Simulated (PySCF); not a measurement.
**Worked example: chemical shift, span and skew from a shielding tensor**

1-chlorocyclopenta-1,3-diene (C5H5Cl), SMILES C1=CCC(=C1)Cl. Atoms are numbered in the order given.

```xyz
11

Cl    -0.0009     2.0049     0.0000
C     -0.0695     0.2864     0.0000
C     -1.1728    -0.4860     0.0000
C     -0.7373    -1.8945     0.0000
C      0.6102    -1.9545     0.0000
C      1.1729    -0.5584     0.0000
H     -2.2047    -0.1327     0.0000
H     -1.4201    -2.7470     0.0000
H      1.2226    -2.8579     0.0000
H      1.7977    -0.3520     0.8869
H      1.7977    -0.3520    -0.8869
```
Charge 0, spin multiplicity 1.

The structure is a stationary point at ωB97X-D3(BJ)/def2-SVP. Other conformers were not sampled.

GIAO shieldings from PBE0/pcSseg-1 run with PySCF, non-relativistic, no solvent. The symmetric part of the tensor of C5 has the principal values -59.3, 48.0, 149.3 ppm. The same nucleus in TMS has σ = 186.3 ppm at this level (PySCF, at its B3LYP-D3(BJ)/def2-TZVP geometry). Without spin–orbit terms, shifts of atoms bonded to Cl or Br come out too high.

Q: Work out the isotropic shielding, the ¹³C shift against TMS, the span and the skew.

A: 
σ(iso) = (σ11 + σ22 + σ33)/3 = 46.0 ppm. δ = σ(ref) − σ(iso) = 186.3 − (46.0) = 140.3 ppm.
Span Ω = σ33 − σ11 = 208.6 ppm. Skew κ = 3(σ(iso) − σ22)/Ω = -0.03. Tumbling in solution averages the tensor to δ; in a static solid the shielding alone would spread this spin-1/2 line over Ω.
